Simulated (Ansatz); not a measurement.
Born–Oppenheimer molecular dynamics of ClF$_{2}$H$_{4}$N$_{2}$Ta (10 atoms, charge 0, multiplicity 1). It goes on from the last frame of an earlier run, with new velocities.

Method: Ansatz 0.2.0, RKS PBE-D4/def2-SVP.

* ensemble: NVE (velocity Verlet)
* time step: 0.5 fs
* steps asked: 100
* starting velocities drawn for: 400 K
* masses: H 3.016 u
* seed: 647360

First frame:

```xyz
10
Properties=species:S:1:pos:R:3
Ta -0.023 -0.151 0.065
Cl 1.976 -1.312 0.293
N 0.348 0.746 1.767
H 1.221 0.733 2.350
H -0.404 0.881 2.420
F 0.615 0.930 -1.341
F -1.836 0.709 0.357
N -0.979 -1.883 -0.149
H -1.963 -1.770 0.074
H -0.592 -2.833 -0.154
```

Problem. What does the run give?

Solution. The run went to its last step.

```
steps done                                               : 100
time covered                                             : 50 fs
mean temperature over the second half                    : 428 K
spread of the potential energy over the second half      : 4.6 meV per atom
mean potential energy of the second half above the start : -2.9 meV per atom
```

The conserved energy stayed within 0.091 meV per atom of its start (net change 0.077 meV per atom), so the integration is sound. A run of 0.05 ps of so small a system gives no equilibrium averages.

Problem. What happens to the structure?

Solution. The same pairs are bonded in the first frame and the last. Pairs count as bonded within 1.25 times the sum of covalent radii (0.12 Å more for H–H). This is one draw of velocities; another would differ in detail.

Problem. How do temperature and energy run in time?

Solution. 
```json
{"time (fs)": "0", "T (K)": "400", "potential energy less start (eV)": "0.000", "conserved less start (meV/atom)": "0.00"}
{"time (fs)": "4", "T (K)": "324", "potential energy less start (eV)": "0.079", "conserved less start (meV/atom)": "0.08"}
{"time (fs)": "8", "T (K)": "435", "potential energy less start (eV)": "-0.037", "conserved less start (meV/atom)": "-0.02"}
{"time (fs)": "12", "T (K)": "391", "potential energy less start (eV)": "0.010", "conserved less start (meV/atom)": "0.07"}
{"time (fs)": "16", "T (K)": "540", "potential energy less start (eV)": "-0.145", "conserved less start (meV/atom)": "-0.03"}
{"time (fs)": "20", "T (K)": "452", "potential energy less start (eV)": "-0.053", "conserved less start (meV/atom)": "0.08"}
{"time (fs)": "24", "T (K)": "510", "potential energy less start (eV)": "-0.114", "conserved less start (meV/atom)": "-0.03"}
{"time (fs)": "28", "T (K)": "388", "potential energy less start (eV)": "0.013", "conserved less start (meV/atom)": "0.08"}
{"time (fs)": "32", "T (K)": "491", "potential energy less start (eV)": "-0.095", "conserved less start (meV/atom)": "-0.02"}
{"time (fs)": "36", "T (K)": "423", "potential energy less start (eV)": "-0.023", "conserved less start (meV/atom)": "0.07"}
{"time (fs)": "40", "T (K)": "473", "potential energy less start (eV)": "-0.076", "conserved less start (meV/atom)": "0.00"}
{"time (fs)": "44", "T (K)": "389", "potential energy less start (eV)": "0.012", "conserved less start (meV/atom)": "0.05"}
{"time (fs)": "48", "T (K)": "398", "potential energy less start (eV)": "0.002", "conserved less start (meV/atom)": "0.00"}
```

The run took 9.7 min on 2 threads of Intel(R) Xeon(R) Processor @ 2.50GHz (Skylake/Cascade Lake), on a shared host, peak memory 0.2 GiB.
